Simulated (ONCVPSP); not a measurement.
# Transferability test, ONCV potential for Pd (Z = 46)

ONCVPSP 4.0.1 input, shortened (lines: element, Z, core and valence counts, functional; n l f; lmax; l rc ep ncon nbas qcut; lloc lpopt rc5 dvloc0; l nproj debl; icmod fcfact rcfact), PBE, scalar-relativistic:

```
  Pd 46.00    6    3        4      upf
    1    0    2.00
    2    0    2.00
    2    1    6.00
    3    0    2.00
    3    1    6.00
    3    2   10.00
    4    0    2.00
    4    1    6.00
    4    2   10.00
    2
    0    1.10    0.00    3    7    7.10
    1    1.10    0.00    3    7    5.90
    2    1.82    0.00    4    7    7.70
    4    5    0.75    2.00
    0    2    1.30
    1    2    2.80
    2    2    3.40
    3    4.00    1.25
```

In the s channel the program set the typed energies aside and used -3.136, 0.250 Ha.

Energies are relative to the spin-unpolarised reference configuration 4s2 4p6 4d10; without spin polarisation the order of configurations can differ from experiment. Not all tests gave a result: 1 of 4 tests not solved or not reliable.

| valence configuration | charge | ΔE all-electron (eV) | error AE − PS (meV) |
| --- | --- | --- | --- |
| 4s2 4p6 4d9 | +1 | 9.115 | -0.1 |
| 4s2 4p6 4d8 | +2 | 29.934 | +1.5 |
| 4s1 4p6 4d10 | +1 | 91.568 | -143 |

Levels in the configuration 4s2 4p6 4d9:

```tsv
level	all-electron (eV)	pseudo (eV)
4s	-96.681	-96.667
4p	-62.465	-62.454
4d	-14.614	-14.614
```

Note: no bound ghost flagged; GHOST(+) flagged for s at 102.0 eV.
